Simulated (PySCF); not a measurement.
## How methods differ on the electron affinity of Ge

Ge- [Ar] 3d10 4s2 4p3 (4S) → Ge [Ar] 3d10 4s2 4p2 (3P), as a difference of total energies. Calculation: PySCF 2.14, in aug-cc-pVTZ-PP with ECP10MDF; a scalar-relativistic core potential. Correlated levels: valence: 3s2 3p6 3d10 frozen. The calculations carry no spin-orbit coupling.

```json
{"method": "UHF", "electron affinity (eV)": "0.837"}
{"method": "LDA", "electron affinity (eV)": "1.523"}
{"method": "PBE", "electron affinity (eV)": "1.396"}
{"method": "PBE0", "electron affinity (eV)": "1.366"}
{"method": "r2SCAN", "electron affinity (eV)": "1.479"}
{"method": "M06", "electron affinity (eV)": "1.014"}
{"method": "MN15", "electron affinity (eV)": "1.352"}
{"method": "B2PLYP", "electron affinity (eV)": "1.198"}
{"method": "PBEsol", "electron affinity (eV)": "1.407"}
{"method": "MP2 (valence)", "electron affinity (eV)": "1.303"}
{"method": "SCS-MP2 (valence)", "electron affinity (eV)": "1.137"}
```

Q: How much does correlation contribute at MP2 (valence)?

A: 1.303 − (0.837) = 0.466 eV, measured against UHF.

The reference lies between the lowest fine-structure levels, while these numbers refer to the centres of the terms.

Errors of the correlated levels include the incompleteness of this basis and the frozen core.

In the anion the highest occupied orbital energy is positive at LDA, PBE, PBE0, r2SCAN, M06, MN15, PBEsol, a self-interaction effect; the basis confines that electron, and the energy difference can still be sensible.

For comparison: 1.233 eV (measured; photodetachment measurements, as compiled on the Wikipedia data page of electron affinities).
